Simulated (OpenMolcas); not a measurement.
Pr4+ with 6 ligands (oxide) in trigonal antiprismatic coordination (D3d), a polar angle of 59.1° against the regular 54.74°. A charge of +1.33 e stands 3.2 Å behind each ligand. Ligand basis ANO-RCC-VDZP.

- Program: OpenMolcas
- Method: CASSCF
- Basis: ANO-RCC-VDZP [7s6p4d2f1g]
- Scalar Hamiltonian: DKH2, point nucleus
- Active space: 1 electron in 7 orbitals (4f)
- State averaging: 2S+1 = 2 odd, 7 roots
- Spin-orbit coupling: state interaction with AMFI integrals over the reference wave functions

All ligands move together. At R = 2.23 Å the width of the lowest J multiplet is 1480 cm-1, and at R = 2.36 Å it is 1237 cm-1.

Question: A third run gives 1748 cm-1. What distance was it run at?

Answer: With a power law R^-n the two known points give n = -ln(1237 / 1480) / ln(2.36 / 2.23) = 3.17. Then R = 2.23 × (1480 / 1748)^(1/3.17) = 2.116 Å. The run was at 2.12 Å, so the estimate is off by -0.004 Å.

The oxide ions are held by bare point charges, a crude embedding. No measured value stands beside these numbers; the geometry was imposed, not optimised, and the real ion may take another.
